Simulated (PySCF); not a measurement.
C$_{2}$H$_{6}$BO$_{2}$ (SMILES CO[B]OC), doublet, geometry from GFN2-xTB. Base run: PySCF with B3LYP/STO-3G.

The PySCF input:
```python
from pyscf import gto, scf, dft

mol = gto.M(
    atom='''
C     1.946450    0.597998    0.284733
O     1.316333   -0.633907   -0.071858
B     0.003324   -0.818345   -0.209059
O    -0.875853    0.206966   -0.018064
C    -2.271671    0.137859   -0.111246
H     1.205154    1.389471    0.392234
H     2.476578    0.451503    1.227108
H     2.659331    0.855085   -0.500026
H    -2.702554   -0.030009    0.880691
H    -2.632898    1.093220   -0.498285
H    -2.594751   -0.667155   -0.777970
''',
    basis='sto-3g',
    charge=0,
    spin=1,
    verbose=4,
)

mf = dft.UKS(mol)
mf.xc = 'b3lyp'
mf.kernel()
```

The base run was repeated with changes; each row names its change, and settings that it needs were set with it.

```json
[
 {"change": "base", "ΔE vs base (mEh)": "0.000", "grid points": "129296", "electrons on the grid": "39.00000"},
 {"change": "grids.atom_grid = (99, 590)", "ΔE vs base (mEh)": "-0.004", "grid points": "355232", "electrons on the grid": "39.00000"},
 {"change": "grids.level = 2", "ΔE vs base (mEh)": "-0.001", "grid points": "88272", "electrons on the grid": "38.99999"},
 {"change": "grids.level = 0", "ΔE vs base (mEh)": "-32.587", "grid points": "9152", "electrons on the grid": "39.00648"},
 {"change": "grids.radi_method = gauss_chebyshev", "ΔE vs base (mEh)": "0.000", "grid points": "126272", "electrons on the grid": "39.00000"},
 {"change": "grids.atom_grid = (150, 974)", "ΔE vs base (mEh)": "-0.004", "grid points": "888144", "electrons on the grid": "39.00000"},
 {"change": "grids.atom_grid = (75, 302)", "ΔE vs base (mEh)": "0.000", "grid points": "159480", "electrons on the grid": "39.00000"},
 {"change": "grids.becke_scheme = stratmann", "ΔE vs base (mEh)": "-0.005", "grid points": "129296", "electrons on the grid": "39.00001"},
 {"change": "grids.prune = dft.gen_grid.sg1_prune", "ΔE vs base (mEh)": "0.001", "grid points": "57696", "electrons on the grid": "39.00002"},
 {"change": "grids.prune = off", "ΔE vs base (mEh)": "0.000", "grid points": "203856", "electrons on the grid": "39.00000"},
 {"change": "grids.level = 4", "ΔE vs base (mEh)": "-0.004", "grid points": "236088", "electrons on the grid": "39.00000"}
]
```

Open shells are given as the SCF converged; they aren't shown to be the lowest states, and a large step between rows can be another state.
